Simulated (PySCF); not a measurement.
Electron correlation in Cl (chlorine, neutral)

[Ne] 3s1 3p6, 2S determinant (an excited configuration). Calculation: PySCF 2.14, in aug-cc-pwCVDZ (6s5p3d, 36 functions); the non-relativistic Hamiltonian (point nucleus). Frozen: [Ne]; 7 electrons correlated.

MP2 pair energies summed by pair of shells (mhartree):

```
 pair   energy  share (%)
3p-3p  -201.63       93.2
3s-3p   -14.64        6.8
```

Total MP2 correlation energy: -216.27 mhartree.

Same-spin part -41.26 and opposite-spin part -175.01 mhartree; SCS-MP2 scales them by 1/3 and 6/5 to -223.76 mhartree.
